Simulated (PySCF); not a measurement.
This PySCF input asks for the NMR shieldings of `C=C(BP)COC`, C₄H₁₀BOP; the geometry comes from GFN2-xTB.

```python
import basis_set_exchange as bse
import numpy as np
from pyscf import gto, dft
from pyscf.prop import nmr

atoms = """
C     0.521476   -2.393651   -0.760708
C     0.587186   -1.118387   -0.369710
B     1.902951   -0.298335   -0.481730
P     1.980649    1.511774   -0.072548
C    -0.660284   -0.451384    0.161059
O    -0.994190    0.629300   -0.686912
C    -2.086862    1.375307   -0.221837
H    -0.393188   -2.967117   -0.722934
H     1.388963   -2.908881   -1.137534
H     2.910149   -0.866822   -0.676379
H     2.988658    1.941376   -0.912133
H     0.938228    2.054619   -0.777898
H    -0.464705   -0.074970    1.180389
H    -1.502538   -1.160351    0.212415
H    -2.272907    2.152067   -0.961374
H    -2.981828    0.748832   -0.119187
H    -1.868757    1.838653    0.748924
"""
names = dict.fromkeys(["C", "B", "P", "O", "H"], "pcSseg-1")
basis = {el: gto.basis.parse(bse.get_basis(n, elements=[el], fmt="nwchem")) for el, n in names.items()}
mol = gto.M(atom=atoms, basis=basis, charge=0, verbose=0)
mf = dft.RKS(mol, xc="PBE0")
mf.grids.level = 2
mf.grids.alignment = dft.numint.BLKSIZE   # the property module wants whole blocks of grid points
mf.conv_tol = 1e-9
mf.kernel()

calc = nmr.RKS(mf)   # GIAO
C = mf.mo_coeff
Co = C[:, mf.mo_occ > 0]
resp = mf.gen_response(singlet=True, hermi=2)
def vind(x):   # induced exchange potential for any number of trial vectors
    d = np.einsum("pi,xij,qj->xpq", C, 2 * x.reshape(-1, C.shape[1], Co.shape[1]), Co, optimize=True)
    return np.einsum("xpq,pi,qj->xij", resp(d - d.transpose(0, 2, 1)), C, Co, optimize=True).ravel()
mo1, _ = nmr.rhf.solve_mo1(calc, with_cphf=vind)
sigma = calc.kernel(mo1)
for i, s in enumerate(sigma):   # ppm
    print("%2d %-2s %9.2f" % (i, mol.atom_pure_symbol(i), np.trace(s) / 3))
```

Q: What are the results?

A: 
```
 0 C      38.78
 1 C      25.81
 2 B      20.21
 3 P     503.89
 4 C     102.31
 5 O     300.32
 6 C     126.38
 7 H      25.28
 8 H      25.61
 9 H      23.64
10 H      28.97
11 H      27.94
12 H      27.37
13 H      27.81
14 H      27.82
15 H      28.36
16 H      28.26
```

These numbers come from an equivalent density-fitted implementation of the same equations, which agrees with the script to about 0.01 ppm for H and up to a few tenths of a ppm for heavy atoms, so last digits may differ.

Size and cost of the density-fitted run: 176 basis functions, 54 s wall time on 1 thread of an Arm Neoverse N1, shared host; peak memory 0.73 GiB.
